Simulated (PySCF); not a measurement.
C₄H₄ClF.

```xyz
10

F     -1.7740     1.1239     0.0000
C     -0.4881     0.8600     0.0000
C      0.2390    -0.2641     0.0000
Cl    -0.1107    -1.9309     0.0000
C      1.5479     0.4831     0.0000
C      0.6864     1.7865     0.0000
H      2.1673     0.3455     0.8997
H      2.1673     0.3455    -0.8997
H      0.8008     2.4128    -0.8990
H      0.8008     2.4128     0.8990
```

The structure is a stationary point at PBE0-D3(BJ)/def2-SVP.

Calculation: B3LYP/pcSseg-1 in PySCF. Non-relativistic, no solvent.

Computed absolute GIAO shielding of each atom: isotropic value and principal components (ppm):
```
atom  σ(iso)    σ11    σ22    σ33   span
----  ------  -----  -----  -----  -----
F1     265.2  153.8  281.2  360.7  206.9
C2      23.2  -66.1   67.1   68.5  134.6
C3      70.2    1.4   99.6  109.5  108.2
Cl4    740.0  501.7  730.8  987.4  485.7
C5     150.5  134.1  157.2  160.3   26.2
C6     147.2  139.0  147.5  155.1   16.1
H7      29.2   26.3   26.5   34.8    8.5
H8      29.2   26.3   26.5   34.8    8.5
H9      28.8   25.6   26.3   34.5    8.8
H10     28.8   25.6   26.3   34.5    8.8
```
